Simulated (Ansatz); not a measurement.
Stepwise reaction of `Cl[SiH2][NH][GeH3]` with hydrogen chloride, as a gas-phase model of exchange steps in deposition or etching. ΔE in kJ/mol.

Isolated molecules relaxed with PBE0-D4/def2-TZVP in Ansatz; ΔE leaves out vibrations. CCSD(T)/CBS is the MP2 limit (def2-TZVPP, def2-QZVPP) plus CCSD(T) − MP2 in def2-TZVPP, frozen cores. This one scheme is used for every species. DFT in def2-TZVPP. B3LYP here is the variant with VWN-RPA as its local correlation; programs differ in this. For Ge outer-core shells are correlated without core-valence functions, which leaves a few kJ/mol of doubt a bond. Scalar relativity is left out up to krypton. One conformer a species, not always the lowest.

```csv
step,reaction,PBE-D4,B3LYP-D4,ωB97M-V,CCSD(T)/CBS
2,`Cl[SiH2][NH][GeH2][Cl]` + HCl → `[Cl][GeH2][NH][SiH](Cl)Cl` + H₂,-83.5,-82.7,-84.7,-83.0
```

(1) Give the row of step 1, `Cl[SiH2][NH][GeH3]` + HCl → `Cl[SiH2][NH][GeH2][Cl]` + H₂. (Best estimate.)

(2) By hand: ΔE of the 2 steps together at CCSD(T)/CBS.

## Answers

(1) The calculation gave: 
```csv
step,reaction,PBE-D4,B3LYP-D4,ωB97M-V,CCSD(T)/CBS
1,`Cl[SiH2][NH][GeH3]` + HCl → `Cl[SiH2][NH][GeH2][Cl]` + H₂,-64.9,-65.7,-64.6,-63.6
```

(2) (-63.6) + (-83.0) = -146.6 kJ/mol, or -73.3 kJ/mol a step.

In ΔE each step is lower than the one before. All are downhill at CCSD(T)/CBS. PBE-D4 differs from CCSD(T)/CBS by -1.3 to -0.5 kJ/mol a step. Isolated molecules leave out the surface, adducts and barriers. Largest T1 diagnostic: 0.011.
